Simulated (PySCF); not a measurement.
## NMR data sheet: C₆H₁₀OSi

| Property | Result |
| --- | --- |
| Formula | C6H10OSi |
| SMILES | C[SiH2]c1ccc(C)o1 |
| Point group of the computed structure | C1 |
| Degrees of unsaturation | 3 |
| Carbon signals | 6 |
| Proton signals | 5 |

Atom-mapped SMILES (the numbers label the heavy atoms): `[CH3:1][SiH2:2][c:3]1[cH:4][cH:5][c:6]([CH3:7])[o:8]1`. Hydrogens are named by the atom that carries them.

Theoretical values (PySCF 2.14): geometry: GFN2-xTB, NMR shieldings at PBE0/pcSseg-1/GIAO. Fast rotation and ring inversion assumed for equivalent nuclei, one conformer, no relativistic terms, no solvent model.

δ = σ(ref) − σ, references computed at the same level: $^{1}$H (σref 31.72), $^{13}$C (σref 186.93), $^{29}$Si (σref 349.16) vs TMS; H2O for $^{17}$O (σref 336.08).

```tsv
carbon	δC, type	δH (multiplicity)	HMBC from (2–3 bonds)	span of the C tensor (ppm)
C1	-5.8, CH3	0.36 (t)	H(Si2)	10
C3	155.9, C	–	H(C4), H(C5), H(Si2), H(C1)	150
C4	130.2, CH	6.93 (m)	H(C5), H(Si2)	195
C5	113.8, CH	6.27 (m)	H(C4), H(C7)	163
C6	163.7, C	–	H(C4), H(C5), H(C7)	151
C7	16.7, CH3	2.47 (s)	H(C5)	31
```

Other nuclei:
| atoms | nucleus | environment | δ (ppm) | σ (ppm) |
| --- | --- | --- | --- | --- |
| H(Si2) | $^{1}$H | hydrogen on a silicon bonded to 2 C | 4.65 | 27.06 |
| Si2 | $^{29}$Si | silicon bonded to 2 C, 2 H | -58.2 | 407.4 |
| O8 | $^{17}$O | aromatic ring oxygen | 323.2 | 12.9 |

1. Carbon types of the structure: 2 × C, 2 × CH, 2 × CH3, leaving 2 H on heteroatoms.
2. δC 163.7, 155.9: substituted aromatic carbon next to the ring oxygen.
3. δC 130.2, 113.8: aromatic CH.
4. δH 6.93, 6.27: hydrogen on an aromatic CH; ring-current deshielding.
5. δH 2.47: hydrogen on a methyl carbon on an aromatic ring; benzylic-type position, deshielded by the ring.
6. δH 0.36: hydrogen on a methyl carbon bonded to Si; an electropositive neighbour shields it, as in TMS itself.

Shifts are as computed. Against solution values, carbons near 30 ppm lie about +3 ppm off and those near 130 ppm about +5 ppm. Of 1211 compounds with measured shifts, 218 miss one by over three times the rms of a fit or turn the order of signals round; such compounds aren't used in these exercises. Unscaled 17O shifts of doubly bonded oxygen tend to come out too high, by tens of ppm or more. Experimental scales use liquid or dissolved standards, which lie at an offset from isolated H2O (liquid H2O: subtract about 36 ppm). No couplings were computed; multiplicities are counted from neighbouring protons, with m where these are inequivalent, close in shift, in a saturated or five-membered ring or joined by F or P, and br s for small geminal =CH2 splittings.
